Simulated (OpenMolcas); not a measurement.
Pr4+: moving the ligands

Pr4+ with 6 ligands (oxide) in trigonal prismatic coordination (D3h) at 2.23 Å, a polar angle of 50.6° against the regular 49.1°. A charge of +1.33 e stands 2.8 Å behind each ligand. Ligand basis ANO-RCC-VDZP.

- Program: OpenMolcas
- Method: SS-CASPT2, IPEA 0.25 Eh, imaginary shift 0.1 Eh (closed shells correlated: 5s 5p and the ligand valence shells)
- Basis: ANO-RCC-VDZP [7s6p4d2f1g]
- Scalar Hamiltonian: DKH2, point nucleus
- Active space: 1 electron in 7 orbitals (4f)
- State averaging: 2S+1 = 2 odd, 7 roots
- Spin-orbit coupling: RASSI with atomic mean-field integrals over the reference wave functions

Runs around this geometry, states (labels of D3, the rotations of D3h). Energies in cm-1 above the lowest state or level, χT in cm3 K/mol.

| R (Å) | Ground state | First state of that spin | First gap with spin-orbit (degeneracies) | Width of lowest J | χT at 300 K |
| --- | --- | --- | --- | --- | --- |
| 2.14 | 2A1 | 2A2 370 | 850 (2, 2) | 1472 | 0.588 |
| 2.23 | 2A1 | 2A2 280 | 810 (2, 2) | 1308 | 0.605 |
| 2.35 | 2A1 | 2A2 210 | 770 (2, 2) | 1153 | 0.624 |

Taking the width of the lowest J multiplet as R^-n, n = -ln(1153 / 1472) / ln(2.35 / 2.14) = 2.6 between the shortest and longest distance.

Roots that are degenerate in the reference are averaged as groups; the widest CASPT2 spread within a group is 82 cm-1 (the 2-fold group of multiplicity 2 near 2090 cm-1 above the lowest state of its run, R = 2.14). Shifts and gaps below about the spread of the groups concerned are not significant. Over all roots computed the reference weight is 0.62 in R = 2.14, 0.62 to 0.63 in R = 2.23, 0.62 to 0.63 in R = 2.35; a low but even weight reflects the number of correlated electrons. The oxide ions are held by bare point charges, a crude embedding. Splittings of an f shell from a small cluster at a set distance can be off by tens of per cent, mostly too small. No measured value stands beside these numbers; the geometry is a model, was not optimised and need not be the one that this ion takes.
